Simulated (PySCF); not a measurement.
B₃H₇N₃, SMILES B1NB[NH2+]BN1, charge +1.

The structure is a stationary point at B3LYP-D3(BJ)/def2-SVP. The isomer is the one that the SMILES or the coordinates give; other isomers of the formula were not compared.

The numbers are results of TDDFT-PBE/def2-SVPD in PySCF, not measurements.

Vertical excitations. The molecule is in vacuum. State labels are in the subgroup C2v.

Computed UV-visible absorptions:
| state | symmetry | energy (eV) | λ (nm) | f | main pairs |
|---|---|---|---|---|---|
| S1 | B2 | 5.84 | 212 | 0.074 | HOMO→LUMO 98 % |
| S2 | B1 | 5.95 | 208 | 0.008 | HOMO−1→LUMO 100 % |
| S3 | A2 | 6.20 | 200 | 0.000 | HOMO−2→LUMO 99 % |
| S4 | A1 | 6.62 | 187 | 0.004 | HOMO→LUMO+1 63 %, HOMO−3→LUMO 35 % |
| S5 | A2 | 6.64 | 187 | 0.000 | HOMO−1→LUMO+1 99 % |
| S6 | B1 | 7.01 | 177 | 0.010 | HOMO−2→LUMO+1 96 % |
| S7 | A2 | 7.36 | 169 | 0.000 | HOMO→LUMO+2 100 % |
| S8 | B1 | 7.76 | 160 | 0.011 | HOMO−4→LUMO 94 % |
| S9 | A1 | 7.77 | 160 | 0.004 | HOMO−1→LUMO+2 99 % |
| S10 | B2 | 7.79 | 159 | 0.002 | HOMO−3→LUMO+1 84 %, HOMO→LUMO+3 14 % |
| T1 | B2 | 5.08 | 244 | 0 | HOMO→LUMO 98 % |
| T2 | B1 | 5.56 | 223 | 0 | HOMO−1→LUMO 99 % |
| T3 | A1 | 5.59 | 222 | 0 | HOMO→LUMO+1 91 % |
| T4 | A2 | 5.88 | 211 | 0 | HOMO−2→LUMO 97 % |
Triplets are in the Tamm–Dancoff approximation, which puts them higher than full response would, so one can lie above its singlet here.
